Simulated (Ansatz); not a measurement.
System: InCl3 (charge +1, doublet). 
Geometry from a B3LYP-D3(BJ)/def2-TZVP (Ansatz, an electronic-structure program) optimisation:
```xyz
4

In    -0.1621     0.1519    -0.1639
Cl     2.0754    -0.6327     0.1509
Cl    -0.1306    -1.1904     1.8155
Cl    -1.4776     1.3851    -1.4940
```
Charge +1, spin multiplicity 2.

Basis-set convergence of Hartree-Fock and CCSD correlation energies (hartree) with Ansatz. Correlated levels leave the core frozen unless marked. Open shells are spin-unrestricted. No spin-orbit coupling. The frozen core is the preceding noble-gas configuration, with the filled d and f shells of earlier blocks. Past Kr the def2 sets carry scalar-relativistic core potentials. The program attaches cautions to a run behind CCSD/def2-SVP: other roots. The program attaches cautions to a run behind CCSD/def2-TZVPP: other roots. The program attaches cautions to a run behind CCSD/def2-QZVPP: other roots.

```tsv
basis	functions	E(HF)	E(corr, CCSD)
def2-SVP	80	-1567.04571	-0.47548
def2-TZVPP	176	-1567.52889	-0.65331
def2-QZVPP	292	-1567.56971	-0.70874
```

Extrapolating the two largest sets (X = 3 and 4) as X^-3: E(corr) = (64·(-0.70874) - 27·(-0.65331))/37 = -0.7492 Eh, an estimate of the basis-set limit. The largest set recovers 94.6 % of it, the smallest 63.5 %.
